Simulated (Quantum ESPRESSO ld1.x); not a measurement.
Q: The mean radii <r> (bohr) of the occupied orbitals of an atom or ion are listed with their occupations. Calculated with ld1.x of Quantum ESPRESSO 7.5: scalar-relativistic Kohn-Sham, LDA (Slater exchange, Perdew-Wang correlation), spin-polarised, spherical densities, point nucleus.

| orbital | occ. | <r> |
|---|---|---|
| 1s down | 1 | 0.02152 |
| 1s up | 1 | 0.02152 |
| 2s up | 1 | 0.09157 |
| 2s down | 1 | 0.09156 |
| 2p up | 3 | 0.08092 |
| 2p down | 3 | 0.08092 |
| 3s up | 1 | 0.2398 |
| 3s down | 1 | 0.2396 |
| 3p up | 3 | 0.2385 |
| 3p down | 3 | 0.2382 |
| 3d up | 5 | 0.2168 |
| 3d down | 5 | 0.2166 |
| 4s up | 1 | 0.5392 |
| 4s down | 1 | 0.5394 |
| 4p up | 3 | 0.5698 |
| 4p down | 3 | 0.5703 |
| 4d up | 5 | 0.6143 |
| 4d down | 5 | 0.6156 |
| 5s up | 1 | 1.259 |
| 5s down | 1 | 1.268 |
| 5p up | 3 | 1.449 |
| 5p down | 3 | 1.464 |
| 4f up | 6 | 0.7514 |
| 5d up | 3 | 2.076 |

Name the element and its charge. Open shells, if any, are filled with parallel spins first.

A: Z = 65, terbium, charge +2: Tb2+ in [Xe] 4f6 5d3. The 1s radius gives Z: for a bare nucleus <r> = (2 gamma + 1)/(2Z) with gamma = sqrt(1 - (Z/c)^2), 0.02124 bohr for Z = 65, and screening makes it slightly larger (0.02152 here). The occupations add up to 63, and the charge is Z minus that.
